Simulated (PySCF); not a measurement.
**Question.** Give a GFN2-xTB geometry of InChI=1S/C5H3ClOS/c6-5(7)4-1-2-8-3-4/h1-3H.

**Answer.** 
```xyz
11
C5H3ClOS angstrom
O     -2.116   -1.609    0.139
C     -1.741   -0.508   -0.110
Cl    -2.928    0.720   -0.615
C     -0.386   -0.001   -0.057
C      0.705   -0.837    0.330
C      1.886   -0.181    0.316
S      1.706    1.466   -0.165
C      0.026    1.276   -0.352
H      0.574   -1.869    0.597
H      2.861   -0.554    0.558
H     -0.581    2.101   -0.667
```

Any rigid rotation of these coordinates is as good. Atoms count from 1 in this order. The C–C distances run from 1.351 Å (C5–C6, aromatic) to 1.448 Å (C2–C4, drawn single), a spread of 0.097 Å. The 8 heavy atoms lie in one plane (0.001 Å rms). The 5-membered ring C4–C5–C6–S7–C8 has internal angles of 91.5° to 112.4° (sum 540°, against 540° for a flat polygon); it is planar, 0.00 Å rms from its mean plane, widest ring torsion 0°. The C–S distances run from 1.701 Å (S7–C8, aromatic) to 1.726 Å (C6–S7, aromatic), a spread of 0.025 Å.

Bonds between heavy atoms (Å): O1=C2 1.189, C2–Cl3 1.781, C2–C4 1.448, C4–C5 1.428, C5–C6 1.351, C6–S7 1.726, S7–C8 1.701, C4–C8 1.373.

Structure optimised with GFN2-xTB, isolated species.

Point group: Cs (tolerance 0.08 Å). GFN2-xTB frequencies: not computed here. One conformer, not necessarily the lowest (O1–C2–C4–C5 0°).
